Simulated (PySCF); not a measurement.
Electron correlation in Tc(2+) (technetium, charge +2)

[Kr] 4d5, high-spin 6S determinant. Computed with PySCF 2.14 in aug-cc-pVTZ-DK, with scalar relativity by spin-free X2C-1e. Frozen: [Kr]; 5 electrons correlated.

```
  level  correlation energy (mhartree)
   CCSD                         -64.75
    (T)                          -0.78
CCSD(T)                         -65.53
```

Diagnostics: T1 = 0.00092, D1 = 0.0013, largest double amplitude 0.024.

Cost of the coupled-cluster step: about 10 core-seconds, for 5 correlated electrons.

Iterations:

```
CC2 = 0
CCSD nocc = (np.int64(5), np.int64(0)), nmo = (84, 84)
frozen orbitals [[0, 1, 2, 3, 4, 5, 6, 7, 8, 9, 10, 11, 12, 13, 14, 15, 16, 17], [0, 1, 2, 3, 4, 5, 6, 7, 8, 9, 10, 11, 12, 13, 14, 15, 16, 17]]
max_cycle = 100
direct = 0
conv_tol = 1e-08
conv_tol_normt = 1e-06
diis_space = 8
diis_start_cycle = 0
Init t2, MP2 energy = -0.0583695171144198
Init E_corr(UCCSD) = -0.0583695171177346
cycle = 1  E_corr(UCCSD) = -0.06405812980511  dE = -0.00568861269  norm(t1,t2) = 0.0136657
cycle = 2  E_corr(UCCSD) = -0.0646538734166182  dE = -0.000595743612  norm(t1,t2) = 0.0024576
cycle = 3  E_corr(UCCSD) = -0.0647619554256263  dE = -0.000108082009  norm(t1,t2) = 0.00073348
cycle = 4  E_corr(UCCSD) = -0.0647529888039993  dE = 8.96662163e-06  norm(t1,t2) = 9.88048e-05
cycle = 5  E_corr(UCCSD) = -0.0647531472936018  dE = -1.58489602e-07  norm(t1,t2) = 7.94807e-06
cycle = 6  E_corr(UCCSD) = -0.0647531531946059  dE = -5.90100412e-09  norm(t1,t2) = 8.05264e-07
UCCSD converged
E(UCCSD) = -4282.264236018806  E_corr = -0.06475315319460591
UCCSD(T) correction = -0.000784348564210778
```
